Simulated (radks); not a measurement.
Question: Coherent X-ray form factor from a spherical all-electron density. Method: non-relativistic Kohn-Sham, LDA (Slater exchange, Perdew-Wang correlation), spin-polarised, spherical densities, point nucleus; computed with a radial shooting solver on a logarithmic mesh with Libxc functionals.

sin(theta)/lambda (1/angstrom)  f0 (electrons)
0.05                                     3.711
0.1                                      3.077
0.15                                     2.473
0.2                                      2.064
0.25                                     1.826
0.3                                      1.685
0.4                                      1.507
0.5                                      1.346
0.6                                      1.177
0.8                                      0.860
1                                        0.609
1.25                                     0.394
1.5                                      0.258
2                                        0.118

The species is in the configuration that NIST lists as its ground one. Which atom or ion scatters so?

Answer: Neutral beryllium, [He] 2s2. Extrapolating in s^2 from the first two rows gives f0(0) = 3.9, near the electron count 4; among species with that count, the fall with angle is slower the higher Z, and the table is that of Z = 4; from so few rows the species is fixed only to a neighbour or two.
